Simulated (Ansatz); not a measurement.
Reaction (substitution at a C–Si bond): `OC[SiH](F)CF` + `C#CS` → `C#CSCO` + `FC[SiH2]F`

Gas-phase electronic energies from Ansatz, PBE0-D4/def2-TZVP geometries. CBS: MP2 limit from def2 TZ/QZ plus the TZ coupled-cluster correction, frozen cores. This one scheme is used for every species. Functionals use def2-TZVPP. B3LYP here is the variant with VWN-RPA as its local correlation; programs differ in this. Each species was taken in one conformer, which may not be the lowest.

Question: Is it downhill or uphill in electronic energy at CCSD(T)/CBS, and by how much? (An estimate is asked.)

Answer: Ansatz gave: Uphill: ΔE = +3.7 kcal/mol.

Question: What do these levels give: r2SCAN-D4, B97M-V, PBE0-D4, r2SCANh-D4, r2SCAN0-D4, ωB97X-V, ωB97M-V, r2SCAN, B3LYP, LC-ωPBE, CCSD(T)/def2-SVP, CCSD/CBS(def2)? (Estimate.)

Answer: Computed: r2SCAN-D4 3.2, B97M-V 3.7, PBE0-D4 3.4, r2SCANh-D4 3.3, r2SCAN0-D4 3.5, ωB97X-V 4.1, ωB97M-V 4.6, r2SCAN 3.1, B3LYP 3.3, LC-ωPBE 4.8, CCSD(T)/def2-SVP 4.6, CCSD/CBS(def2) 4.3 kcal/mol.

Largest T1 diagnostic among the species: 0.013.

From BLYP to BHLYP (50 % exact exchange), in def2-TZVPP and without D4, ΔE moves by +1.0 kcal/mol. At CCSD(T), def2-SVP lies +0.9 kcal/mol from the extrapolated value and def2-TZVPP +0.2 kcal/mol. Leaving LDA and LC-ωPBE aside and taking each functional with its dispersion term where it has one, the values, not all of them listed here, spread over 2.1 kcal/mol, from revPBE-D4 to ωB97M-V.
